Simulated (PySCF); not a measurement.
C10H11P.
Atom-mapped SMILES: `[CH2:1]=[P@:2]1([CH3:3])[CH:4]=[C:5]1[c:6]1[cH:7][cH:8][cH:9][cH:10][cH:11]1`

Definitions: NICS(0) = −σiso at the ring centroid; NICS(1) = −σiso and NICS(1)zz = −σzz at ±1 Å along the ring normal z. Level: GIAO PBE0/pcSseg-1 (PySCF, non-relativistic, gas phase) on the GFN2-xTB geometry, one conformer.

Rings: 1. P2–C4–C5; 2. C6–C7–C8–C9–C10–C11.

```json
{"set": "P", "NICS(0)": "-13.7", "NICS(1), two faces": "-5.1 / -6.7", "NICS(1)zz, two faces": "-6.1 / -6.2"}
{"set": "Q", "NICS(0)": "-7.8", "NICS(1), two faces": "-10.8 / -10.7", "NICS(1)zz, two faces": "-27.1 / -26.8"}
```

**Question.** Which set (ppm) belongs to which ring?

**Answer.** P = 1, Q = 2.
- 1 (3-membered ring with P; formal bonds 1 double, 2 single): mean NICS(1)zz -6.2 ppm, shielded. P2 has four or more neighbours, so the value isn't read as a sign of a π ring current.
- 2 (6-membered carbocycle; formal bonds all aromatic): mean NICS(1)zz -26.9 ppm, shielded, aromatic by this magnetic criterion (flat ring, no four-coordinate atom).

**Question.** How do the rings differ in shape?

**Answer.** 
```json
{"ring": "1", "bond lengths (Å)": "1.830, 1.356, 1.793", "rms pucker (Å)": "0.00", "HOMA": "–", "nearest outside atom to a NICS(1) probe (Å)": "hydrogen 1.73"}
{"ring": "2", "bond lengths (Å)": "1.396, 1.381, 1.387, 1.387, 1.381, 1.397", "rms pucker (Å)": "0.00", "HOMA": "0.99", "nearest outside atom to a NICS(1) probe (Å)": "hydrogen 2.66"}
```

HOMA = 1 − mean of α(R − Ropt)² over the ring bonds, with Krygowski's 1993 parameters (CC: Ropt 1.388 Å, α 257.7 Å⁻²). A dash marks a ring with a four-coordinate atom, a triple bond, no multiple bond or a kind of bond without parameters.

The run took about 2.9 min of CPU time (one thread, shared machine). This is the whole shielding run at PBE0/pcSseg-1, SCF included.

The values belong to the conformer `[CH2:1]=[P@:2]1([CH3:3])[CH:4]=[C:5]1[c:6]1[cH:7][cH:8][cH:9][cH:10][cH:11]1`: C4–C5–C6–C7 -165°.
